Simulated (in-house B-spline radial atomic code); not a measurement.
RPA and G0W0 on CAM-B3LYP: Ce VIII (Ce7+)

Configuration [Kr] 4d10 5s2 5p3, highest spin, mean-field start CAM-B3LYP. Computed with an all-electron radial atomic-structure program (B-spline basis): all electrons, scalar-relativistic (spin-free one-electron X2C), finite nucleus, each spin shell either full or empty, empty states to l = 9 with an (l + 1/2)⁻⁴ tail; G0W0 by contour deformation at full frequency.

Spin-orbit coupling, left out, splits p levels strongly here.

Command:
```bash
python run_gw.py task.json out
```
Settings (radii: box in bohr, nucleus in fm):
```
Z                        58
electrons                51
configuration            [Kr] 4d10 5s2 5p3
hamiltonian              x2c
method                   camb3lyp
lmax                     9
rms_radius               4.8771
spin_polarised           True
box_radius               8.41
intervals                66
```

Run time, properties included: 9.5 s on 1 thread of Arm Neoverse N1, on a shared host.

Energies (hartree):

```tsv
term	value
mean-field total	-8848.71237
Hartree-Fock functional on these orbitals	-8845.19907
direct second order	-4.6161
second-order exchange	1.2627
SOSEX correction	1.1895
```

(1) What is the RPA correlation energy, and what remains with SOSEX?

Quasi-particle levels (eV):

```
  level  occupied  mean field  Σx - vxc     Σc  QP weight     G0W0
  5p up       yes     -106.04     -3.44      ?          ?        ?
5s down       yes     -122.96     -0.45  -3.28      0.968  -126.69
4d down       yes     -207.92    -10.00   1.30      0.936  -216.62
5p down        no      -96.12      6.01  -2.94      0.954   -93.04
```

G0W0 = mean field + (Σx - vxc) + Σc, with Σc (partial-wave tail included) taken at the quasi-particle energy. Only the outer levels were computed. Levels of low weight are left out.

(2) Where does G0W0 put 5p up?

## Answers

(1) RPA gives -4.1148 hartree (-2.2 eV per electron); RPA + SOSEX gives -2.9253, and the second-order doubles -3.3533 hartree (no singles). RPA lacks exchange-type terms and so overcorrelates at short range.

(2) At -110.37 eV, with Σc = -0.88 eV and a quasi-particle weight of 0.956. The tabulated removal energy is 106 ± 2.1 eV (NIST, tabulated theory); the calculation leaves out spin-orbit coupling, Breit and QED terms, and what these don't explain is the method's own error.
